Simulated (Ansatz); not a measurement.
`N[Si]([SiH3])(Cl)Cl` → `Cl[Si]Cl` + `N[SiH3]` at 600 K and 1 bar (silylene formation by 1,1-elimination).

Computed with Ansatz on PBE0-D4/def2-TZVP structures; ΔE is electronic, products minus reactants. CBS: MP2 limit from def2 TZ/QZ plus the TZ coupled-cluster correction, frozen cores. This one scheme is used for every species. One conformer a species, not always the lowest.

```json
{"species": "`N[Si]([SiH3])(Cl)Cl`", "CCSD(T)/CBS energy (Eh)": "-1555.56297", "H − E (kJ/mol)": "216.5", "S (J/(mol·K))": "495.6"}
{"species": "`Cl[Si]Cl`", "CCSD(T)/CBS energy (Eh)": "-1208.69388", "H − E (kJ/mol)": "36.3", "S (J/(mol·K))": "319.6"}
{"species": "`N[SiH3]`", "CCSD(T)/CBS energy (Eh)": "-346.80422", "H − E (kJ/mol)": "170.6", "S (J/(mol·K))": "320.8"}
```

H − E and S are ideal-gas, rigid-rotor, harmonic terms from PBE0-D4/def2-TZVP, for one conformer and one mirror image of each species. 1 Eh = 2625.50 kJ/mol, R = 8.31446 J/(mol·K).

Question: By hand: ΔE, ΔH, ΔS and ΔG.

Answer: ΔE = (-1208.69388) + (-346.80422) − (-1555.56297) = 0.06487 Eh = 170.3 kJ/mol. Δ(H − E) = 36.3 + 170.6 − 216.5 = -9.6, so ΔH = 160.7 kJ/mol. ΔS = 319.6 + 320.8 − 495.6 = 144.8 J/(mol·K). ΔG = 160.7 − 600 × (144.8)/1000 = 73.8 kJ/mol.

Question: By hand: the equilibrium constant, and the temperature at which ΔG would vanish if ΔH and ΔS stayed fixed.

Answer: log₁₀ K = −ΔG/(RT ln 10) = -6.4. ΔG = 0 at ΔH/ΔS = 1110 K.

The number of gas molecules changes by +1, which sets the sign of ΔS. A doubt of 5 kJ/mol in ΔE shifts log₁₀ K by 0.4 here. Other conformers and mirror images would add mixing entropy, several J/(mol·K) or more a flexible species. These are equilibria of isolated gas molecules and say nothing of rates. Largest T1 diagnostic: 0.013 (customary marks: 0.02 for closed shells, 0.045 for open ones).
